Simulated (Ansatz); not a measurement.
Ansatz (an electronic-structure program) input (B3LYP/cc-pVDZ):

Ansatz 0.2 input:
```yaml
crystal:
  periodic: [false, false, false]
  atoms:
    - {symbol: C, position_ang: [-2.74580780, -0.62410298, -0.44621749]}
    - {symbol: C, position_ang: [-1.55166197, 0.03437688, 0.23800831]}
    - {symbol: C, position_ang: [-0.26182061, -0.15429577, -0.56306513]}
    - {symbol: C, position_ang: [0.94821232, 0.55620123, -0.03081922]}
    - {symbol: C, position_ang: [2.23192946, 0.40746550, -0.79009125]}
    - {symbol: O, position_ang: [1.18481100, -0.07677074, 1.44513193]}
    - {symbol: H, position_ang: [-2.59357375, -1.69865528, -0.56488593]}
    - {symbol: H, position_ang: [-3.65238228, -0.48011831, 0.14003765]}
    - {symbol: H, position_ang: [-2.91727063, -0.19775165, -1.43616559]}
    - {symbol: H, position_ang: [-1.43427877, -0.37742555, 1.24397570]}
    - {symbol: H, position_ang: [-1.73841208, 1.10447227, 0.36397448]}
    - {symbol: H, position_ang: [-0.39636295, 0.24950048, -1.57309016]}
    - {symbol: H, position_ang: [-0.03163180, -1.21647740, -0.71089481]}
    - {symbol: H, position_ang: [0.73556068, 1.57943068, 0.27182404]}
    - {symbol: H, position_ang: [3.07496941, 0.87801718, -0.28195470]}
    - {symbol: H, position_ang: [2.10963562, 0.92442185, -1.74477500]}
    - {symbol: H, position_ang: [2.46178126, -0.63663556, -1.00583354]}
    - {symbol: H, position_ang: [2.01600122, 0.21864012, 1.85870004]}
    - {symbol: H, position_ang: [1.16236780, -1.05112203, 1.43114127]}
basis:
  gaussian:
    orbitals: cc-pVDZ
hamiltonian:
  xc: {name: B3LYP}
total_charge: 1
output: {forces: true}
```

Output:

```
Functional definition: B3LYP
integrals: 0.14 GiB planned
1344 factors; integrals over basis functions are off by at most 1.2e-3 eV
mean field: 0.67 GiB planned
mean field evaluation 1: about -7418.6394 eV, gradient 8.8e1 eV
mean field evaluation 2: about -7410.4948 eV, gradient 1.1e2 eV
mean field evaluation 4: about -7436.8701 eV, gradient 5.5e0 eV
mean field evaluation 8: about -7437.2718 eV, gradient 3.6e-1 eV
mean field evaluation 16: about -7437.2721 eV, gradient 6.4e-5 eV
mean field -7437.27208346 eV, -273.3147079032 hartree, gradient 2.5e-5 eV, S^2 0.000000; 0 other end points of the search recorded, 0 dependent functions left out
the calculation of the forces begins
reference -7437.27236839 eV, -273.3147183742 hartree; 25, 25 occupied and 124, 124 virtual orbitals, 1344 factors
Total energy: -7437.27236839 eV, -273.3147183742 hartree
Atom 0 at    -2.745808    -0.624103    -0.446217 Å, force     0.181880     0.104597     0.115107 eV/Å
Atom 1 at    -1.551662     0.034377     0.238008 Å, force    -0.051279    -0.144872    -0.236930 eV/Å
Atom 2 at    -0.261821    -0.154296    -0.563065 Å, force    -0.098395     0.107378     0.245252 eV/Å
Atom 3 at     0.948212     0.556201    -0.030819 Å, force     0.093326    -0.217876    -0.035170 eV/Å
Atom 4 at     2.231929     0.407465    -0.790091 Å, force    -0.116477    -0.006620     0.147258 eV/Å
Atom 5 at     1.184811    -0.076771     1.445132 Å, force    -0.284259     0.228362    -0.076123 eV/Å
Atom 6 at    -2.593574    -1.698655    -0.564886 Å, force     0.040157    -0.358138    -0.045309 eV/Å
Atom 7 at    -3.652382    -0.480118     0.140038 Å, force    -0.304211     0.045280     0.190005 eV/Å
Atom 8 at    -2.917271    -0.197752    -1.436166 Å, force    -0.066922     0.134326    -0.333310 eV/Å
Atom 9 at    -1.434279    -0.377426     1.243976 Å, force     0.056338    -0.125547     0.335573 eV/Å
Atom 10 at    -1.738412     1.104472     0.363974 Å, force    -0.057117     0.350807     0.050419 eV/Å
Atom 11 at    -0.396363     0.249500    -1.573090 Å, force    -0.027944     0.121955    -0.314968 eV/Å
Atom 12 at    -0.031632    -1.216477    -0.710895 Å, force     0.076744    -0.330831    -0.063650 eV/Å
Atom 13 at     0.735561     1.579431     0.271824 Å, force    -0.069721     0.345071     0.117752 eV/Å
Atom 14 at     3.074969     0.878017    -0.281955 Å, force     0.275265     0.157728     0.150118 eV/Å
Atom 15 at     2.109636     0.924422    -1.744775 Å, force    -0.029855     0.164157    -0.305574 eV/Å
Atom 16 at     2.461781    -0.636636    -1.005834 Å, force     0.084603    -0.335856    -0.091116 eV/Å
Atom 17 at     2.016001     0.218640     1.858700 Å, force     0.205127    -0.014099     0.109722 eV/Å
Atom 18 at     1.162368    -1.051122     1.431141 Å, force     0.092739    -0.225822     0.040943 eV/Å
Dipole moment:     1.120783    -0.036051     0.509672 e Å
```

The dipole moment of an ion depends on the origin.

The geometry given is a B3LYP-D3(BJ)/def2-TZVP minimum.
